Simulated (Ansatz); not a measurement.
C₂H₈BGaO (`[CH3][GaH][BH]CO`). Charge 0, multiplicity 1. Correlated methods include outer-core shells of Ga, which these sets cover unevenly. Scalar relativity is left out up to krypton.

Z-matrix (Å, degrees):
```
C
Ga 1 1.978
H 1 1.091 2 112.7
H 1 1.092 2 110.2 3 121.9
H 1 1.094 2 109.4 3 -120.4
B 2 2.087 1 125.2 3 12.0
H 2 1.586 1 116.2 3 -168.6
C 6 1.558 2 100.6 1 -93.7
H 6 1.196 2 139.0 1 89.7
O 8 1.441 6 106.5 2 7.2
H 8 1.103 6 107.6 2 -111.9
H 8 1.099 6 114.6 2 129.9
H 10 0.961 8 111.9 6 -161.1
```

Problem. Give the diagnostics of a CCSD(T)/def2-TZVPP run (frozen core, the Gaussian-basis code of Ansatz). (Best estimate.)

Solution. Ansatz gave: T1 = 0.0125, largest single amplitude 0.027, largest double 0.030, (T) share of the correlation energy 3.7 %, 10 CCSD cycles. The RHF solution is stable towards an unrestricted one. T1 lies under the customary mark of 0.02 for closed shells.
